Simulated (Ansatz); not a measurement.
Ansatz (a first-principles code) input (PBE0/STO-3G):

Ansatz 0.2 input:
```yaml
crystal:
  periodic: [false, false, false]
  atoms:
    - {symbol: C, position_ang: [-2.25150173, 0.16333615, -0.78193884]}
    - {symbol: C, position_ang: [-1.14270559, -0.04616039, 0.00078594]}
    - {symbol: C, position_ang: [0.15474489, 0.14723894, -0.43450615]}
    - {symbol: Cl, position_ang: [1.51284318, -0.12828966, 0.58252851]}
    - {symbol: H, position_ang: [-2.16327956, 0.49956437, -1.80697625]}
    - {symbol: H, position_ang: [-3.24579918, -0.00243630, -0.39424527]}
    - {symbol: H, position_ang: [-1.27785289, -0.38336846, 1.02303415]}
    - {symbol: H, position_ang: [0.40537211, 0.48067638, -1.43084296]}
basis:
  gaussian:
    orbitals: STO-3G
hamiltonian:
  xc: {name: PBE0}
magnetization: {spin_polarized: true, initial_magnetization: 1}
```

End of the output:

```
integrals: 0.01 GiB planned
360 factors; integrals over basis functions are off by at most 3.6e-5 eV
mean field: 0.13 GiB planned
mean field evaluation 1: about -15513.7762 eV, gradient 9.8e0 eV
mean field evaluation 2: about -15513.4021 eV, gradient 1.3e1 eV
mean field evaluation 4: about -15514.5844 eV, gradient 9.1e-1 eV
mean field evaluation 8: about -15514.5619 eV, gradient 3.0e-2 eV
mean field evaluation 16: about -15514.5619 eV, gradient 1.8e-5 eV
mean field -15514.56188709 eV, -570.1496332030 hartree, gradient 1.8e-5 eV, S^2 0.802803; 0 other end points of the search recorded, 0 dependent functions left out
reference -15514.56190288 eV, -570.1496337832 hartree; 20, 19 occupied and 8, 9 virtual orbitals, 360 factors
Total energy: -15514.56190288 eV, -570.1496337832 hartree
```

It need not be the lowest isomer of its formula.
